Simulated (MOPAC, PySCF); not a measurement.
C$_{4}$H$_{8}$Si, SMILES `CC[SiH]1C=C1` (C–C–Si–C torsion 25°), neutral singlet in the gas phase. 

Cartesian coordinates (Å):
SMILES: CC[SiH]1C=C1
```xyz
13

C      1.5616     0.3905    -0.6114
C      1.0653    -0.1689     0.7247
Si    -0.7939    -0.3812     0.8304
C     -1.9563     0.5778    -0.1746
C     -1.8377    -0.6740    -0.6205
H      2.6487     0.4914    -0.6208
H      1.1324     1.3739    -0.8114
H      1.2788    -0.2592    -1.4415
H      1.3746     0.4793     1.5517
H      1.5247    -1.1424     0.9279
H     -1.1948    -0.8945     2.1609
H     -2.5287     1.4441    -0.4801
H     -2.2748    -1.2368    -1.4352
```
Charge 0, spin multiplicity 1.

All levels are single points at this geometry (B3LYP-D3(BJ)/def2-TZVP); Pople sets use spherical d functions. Orbital energies aren't observables, and empty levels follow the basis.

HF/6-31G* in PySCF gives dipole (D) = 0.64.

Estimate the dipole (D) from each of these levels: B3LYP-D3(BJ)/def2-TZVP in PySCF; B3LYP/6-311+G** in PySCF; B3LYP/6-31G* in PySCF; HF/STO-3G in PySCF; AM1 in MOPAC.


| level | dipole (D) |
|---|---|
| B3LYP-D3(BJ)/def2-TZVP in PySCF | 0.71 |
| B3LYP/6-311+G** in PySCF | 0.70 |
| B3LYP/6-31G* in PySCF | 0.67 |
| HF/STO-3G in PySCF | 0.82 |
| AM1 in MOPAC | 0.55 |
